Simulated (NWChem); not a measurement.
Plane-wave run on Na2S (space group Fm-3m)

```
CELL_PARAMETERS angstrom
      0.00000     3.24916     3.24916
      3.24916     0.00000     3.24916
      3.24916     3.24916     0.00000
ATOMIC_POSITIONS crystal
  Na 0.25000 0.25000 0.25000
  Na 0.75000 0.75000 0.75000
  S  0.00000 0.00000 0.00000
```

Program: NWChem. Origin of the cell: Materials Project cell, not relaxed here.

Norm-conserving pseudopotentials with valence charges Na 1, S 6, fixed occupations, no spin-orbit coupling, density cut at twice the wavefunction cutoff.

Level: LDA (Vosko), Troullier-Martins, cutoff 30 Ha, density from a 4×4×4 mesh. Bands run along Γ–X–U|K–Γ–L–W–X with k in units of the cell's reciprocal vectors.

Task: Give the band energies at the labelled points, in eV from the valence-band top.

Result: 
```tsv
point	k	band 1	band 2	band 3	band 4	band 5	band 6
Γ	0.000 0.000 0.000	-10.15	0.00	0.00	0.00	2.28	7.53
X	0.500 0.000 0.500	-9.81	-1.56	-0.49	-0.49	3.65	5.82
U	0.625 0.250 0.625	-9.82	-1.31	-1.00	-0.38	4.37	6.27
K	0.375 0.375 0.750	-9.82	-1.31	-1.00	-0.38	4.37	6.27
L	0.500 0.500 0.500	-9.89	-1.76	-0.14	-0.14	4.59	6.35
W	0.500 0.250 0.750	-9.81	-1.09	-1.09	-0.63	4.66	7.08
```
Bands up to 4 are filled.
